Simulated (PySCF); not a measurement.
H8NSi3, SMILES [SiH2]N([SiH3])[SiH3], multiplicity 2. Coordinates come from a B3LYP-D3(BJ)/def2-SVP optimisation. The isomer is the one that the SMILES or the coordinates give; other isomers of the formula were not compared.

Computed equilibrium geometry at B3LYP-D3(BJ)/def2-SVP (PySCF confirms it by a frequency run) as bond lengths and angles:
Atoms: Si1 N2 Si3 Si4 H5 H6 H7 H8 H9 H10 H11 H12. Bond lengths (Å): Si1–N2 1.764, Si1–H5 1.501, Si1–H6 1.502, N2–Si3 1.765, N2–Si4 1.767, Si3–H7 1.491, Si3–H8 1.490, Si3–H9 1.492, Si4–H10 1.491, Si4–H11 1.491, Si4–H12 1.491. Angles (°): N2–Si1–H5 109.9, N2–Si1–H6 106.9, H5–Si1–H6 110.1, Si1–N2–Si3 121.0, Si1–N2–Si4 119.7, Si3–N2–Si4 119.2, N2–Si3–H7 111.3, N2–Si3–H8 107.8, N2–Si3–H9 110.6, H7–Si3–H8 109.3, H7–Si3–H9 108.2, H8–Si3–H9 109.6, N2–Si4–H10 111.5, N2–Si4–H11 110.5, N2–Si4–H12 107.6, H10–Si4–H11 108.6, H10–Si4–H12 109.2, H11–Si4–H12 109.5.
Charge 0, spin multiplicity 2.
